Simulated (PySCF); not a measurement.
Gas-phase XPS of `[SiH3][O][GeH2][NH][GeH3]`, computed

Ge2H9NOSi.
Bonds: Si1–O2, O2–Ge3, Ge3–N4, N4–Ge5. Hydrogens: H6, H7, H8 on Si1; H9, H10 on Ge3; H11 on N4; H12, H13, H14 on Ge5.

Method: PySCF 2.14.0, delta-SCF UKS SCAN, pcX-2 on the ionised atom, pcseg-1 elsewhere, spin-free X2C. These are vertical core ionisation energies against the vacuum level, from separate self-consistent calculations with and without the core hole.

Problem. Give the core binding energies atom by atom.

Solution. 
| atom(s) | bonded to | level | binding energy (eV) | 2p1/2 (eV) | count |
| --- | --- | --- | --- | --- | --- |
| Si1 | O and 3 H | Si 2p3/2 | 107.05 | 107.68 | 1 |
| N4 | H and 2 Ge | N 1s | 404.04 | – | 1 |
| O2 | Ge and Si | O 1s | 537.02 | – | 1 |
| Si1 | O and 3 H | Si 1s | 1846.98 | – | 1 |

Problem. Which photon energy gives electrons from Si 2p3/2 of Si1 a kinetic energy of 200 eV, and what is their de Broglie wavelength?

Solution. hν = 107.05 + 200 = 307.05 eV, recoil neglected; λ = 12.264 Å/√(E/eV) = 0.87 Å.

Spin–orbit coupling isn't in the SCF: each 2p doublet comes from a relaxed spin-free hole plus a matrix of the shell (mean-field spin–orbit coupling and the ground-state 2p splitting), with 2p3/2 averaged over its two sublevels. 2p1/2 minus 2p3/2 (ligand field included): Si 0.62 eV. No level of germanium is listed. Isolated species at its PBE0-D3(BJ)/def2-SVP geometry (one conformer only).

On x86-64 server, one thread (shared host), this took 22 s wall.

Shape of the structure used: `[SiH3:1][O:2][GeH2:3][NH:4][GeH3:5]`: Si1–O2–Ge3–N4 -10°, O2–Ge3–N4–Ge5 88°.
